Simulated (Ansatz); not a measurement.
Ga(H)(Me)(OMe) (C₂H₇GaO), SMILES [O](C)[GaH][CH3].

The structure is a stationary point at r2SCAN-D4/def2-SVP. The structure was generated by enumeration; whether it is a known compound was not checked. One conformer was computed; it need not be the lowest.

Two levels are set side by side: PBE/def2-SVPD (Ansatz, a program for electronic structure) and PBE0/def2-SVPD (Ansatz). Energy differences of separate SCF runs at the same geometry; the states with an electron removed or added have multiplicity 2 and 2. Differences are taken from unrounded values.

| quantity | PBE0 | PBE | PBE minus PBE0 |
|---|---|---|---|
| vertical ionisation energy (eV) | 9.84 | 9.50 | -0.34 |
| vertical singlet–triplet gap (eV) | 5.29 | 4.88 | -0.41 |
